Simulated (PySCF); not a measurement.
Isomers C5H9F3OSi:

A. `C/C(=C\C(F)F)O[SiH2]CF`
B. SMILES C[C@@H]1[SiH2]C[C@H]1OC(F)(F)F
C. `InChI=1S/C5H9F3OSi/c6-2-1-4(10-9)3-5(7)8/h3,5,9H,1-2,10H2/b4-3-`
D. SMILES C=C(C)[SiH2][C@@H](F)OC(F)F

Spectrum 1. ¹H NMR (300 MHz, computed): δ 7.06 (m, 1H), 6.54 (m, 1H), 5.17 (s, 2H), 4.70 (m, 2H), 2.55 (m, 2H), 1.74 (br s, 1H). ¹³C{¹H} NMR (computed): δ 160.4 (C), 145.6 (CH), 119.9 (CH), 87.3 (CH2), 45.8 (CH2).

Spectrum 2. ¹H NMR (300 MHz, computed): δ 4.61 (m, 1H), 4.46 (m, 1H), 4.12 (m, 1H), 2.31 (m, 1H), 1.94 (m, 1H), 1.83 (m, 1H), 1.37 (d, 3H). ¹³C{¹H} NMR (computed): δ 130.1 (C), 84.3 (CH), 34.0 (CH), 19.2 (CH3), 16.1 (CH2).

Spectrum 3. ¹H NMR (300 MHz, computed): δ 6.84 (m, 1H), 6.21 (br s, 1H), 6.13 (m, 1H), 5.84 (br s, 1H), 4.53 (m, 1H), 4.36 (m, 1H), 2.20 (s, 3H). ¹³C{¹H} NMR (computed): δ 148.3 (C), 139.2 (CH2), 122.3 (CH), 112.8 (CH), 28.3 (CH3).

Spectrum 4. ¹H NMR (300 MHz, computed): δ 6.75 (m, 1H), 5.12 (m, 2H), 5.10 (m, 2H), 4.86 (m, 1H), 1.94 (s, 3H). ¹³C{¹H} NMR (computed): δ 166.8 (C), 119.5 (CH), 107.3 (CH), 76.6 (CH2), 21.6 (CH3).

Method: geometry from GFN2-xTB, GIAO PBE0/pcSseg-1 shieldings, in PySCF 2.14 (equivalent nuclei averaged, no relativistic terms, one conformer, gas phase).

References, each an isolated molecule treated in the same way: ¹H, ¹³C against TMS. Splittings of carbon signals by F and P are missing where no couplings were computed. Where no couplings were computed, multiplicities follow the n + 1 count of equivalent neighbours, and m marks all less simple cases (inequivalent or close neighbours, rings, F or P nearby). Shifts are as computed. Against solution values, carbons near 30 ppm lie about +3 ppm off and those near 130 ppm about +5 ppm. Of 1211 compounds with measured shifts, 218 miss one by over three times the rms of a fit or turn the order of signals round; such compounds aren't used in these exercises. OH and NH positions are gas-phase values without hydrogen bonding to other molecules.

Question: Match each spectrum to its structure.

Answer: 1–C, 2–B, 3–D, 4–A.

- Spectrum 1 (C): 5 ¹³C signals; δC 160.4 is a fully substituted alkene carbon; δC 145.6 is an alkene CH.
- Spectrum 2 (B): 5 ¹³C signals; δC 130.1 is a CF3 carbon; δC 84.3 is an sp3 CH bonded to O.
- Spectrum 3 (D): 5 ¹³C signals; δC 148.3 is a fully substituted alkene carbon; δC 139.2 is a terminal =CH2 carbon.
- Spectrum 4 (A): 5 ¹³C signals; δC 166.8 is an alkene carbon bearing oxygen; δC 119.5 is an allylic sp3 CH bonded to 2 F.
